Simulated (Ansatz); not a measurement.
`C=CB(C)BCl`, charge 0, multiplicity 1.

Question: Give a relaxed structure at PBE0-D4/def2-TZVP (Ansatz 0.2.0). (Estimate.)

Answer: The calculation gave: 
```xyz
13

C     1.3147   -0.8728   -1.4610
C     0.3788    0.0520   -1.2284
B    -0.2219    0.2909    0.1840
C    -0.3122   -0.8601    1.2452
B    -0.8254    1.8048    0.5749
Cl   -2.5055    2.1563    0.1992
H     1.6439   -1.5558   -0.6835
H     1.8091   -0.9722   -2.4234
H     0.1234    0.7151   -2.0541
H    -1.3689   -1.1632    1.2771
H    -0.0738   -0.5377    2.2626
H     0.2662   -1.7552    1.0046
H    -0.2284    2.6979    1.1028
```
This is one stationary point; other conformers may exist.
